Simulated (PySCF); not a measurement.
# Working out the electron affinity of Pb

Pb⁻ [Xe] 4f14 5d10 6s2 6p3 (4S) → Pb [Xe] 4f14 5d10 6s2 6p2 (3P). Computed with PySCF 2.14 in def2-TZVPPD with the def2 core potential (60 electrons), with a scalar-relativistic core potential. Frozen: 5s2 5p6 5d10. Energies in hartree (1 hartree = 27.21139 eV):

```
            part  Pb⁻ (lower)   Pb (upper)
             UHF  -191.865507  -191.835545
CCSD correlation    -0.059230    -0.046938
             (T)    -0.002007    -0.001054
```

Question: What does Hartree-Fock give?

Answer: (-191.835545) − (-191.865507) = 0.029962 hartree = 0.815 eV.

Question: What do CCSD and CCSD(T) give?

Answer: The CCSD correlation energies differ by 0.012292 hartree = 0.334 eV and the triples by 0.000953 hartree = 0.026 eV, so CCSD gives 1.149 eV and CCSD(T) 1.175 eV.

Reference: 0.357 eV (measured; photodetachment measurements, as compiled on the Wikipedia data page of electron affinities), between the lowest levels; spin-orbit coupling is absent from the calculation.

What remains against the reference includes basis incompleteness, the frozen core and higher excitations.
